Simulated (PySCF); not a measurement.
A search over the determinants of SrLi⁺

Unrestricted PBE0; basis Sr def2-SVP with ECP28, Li def2-SVP; scalar-relativistic core potentials; PySCF 2.14. Outer shells of the fragments: Sr 5s2; Li+ closed shells only.

Followed along the bond (rough minima from three points):

```csv
2Ms+1,unpaired,⟨S²⟩ at the start,R at minimum (Å),Te (eV)
1,none,0.00,3.43,0.00
3,"σ ↑, π ↑",2.00,3.20,1.54
3,σ ↑↑,2.00,none in the scan,≤ 1.02
```

Solutions found at the starting distance of 3.095 Å, counted from the lowest of them; the search is not exhaustive and high or unbound solutions are not listed, so other states can lie among these:

```
2Ms+1  unpaired   term  E (eV)  ⟨S²⟩  ⟨Lz²⟩  μ (D)
    1      none    ¹Σ⁺    0.00  0.00   0.00   3.84
    3      σ ↑↑    ³Σ⁺    1.27  2.00   0.00   5.97
    3  σ ↑, π ↑     ³Π    1.45  2.00   1.00   1.91
    1  σ ↑, π ↓  mixed    1.96  1.00   1.01   2.32
    3  σ ↑, δ ↑     ³Δ    2.28  2.00   4.00   5.69
    1  σ ↑, δ ↓  mixed    2.38  1.00   4.00   5.31
```

A term symbol is given only where ⟨S²⟩ and ⟨Lz²⟩ are close to those of a pure state; real π, δ and φ orbitals otherwise mix terms. A positive dipole points towards Li; it is taken about the centre of mass and depends on that origin.

Counting both spins, an empty level lies below a filled one in some of these solutions, because spin and occupation are held.
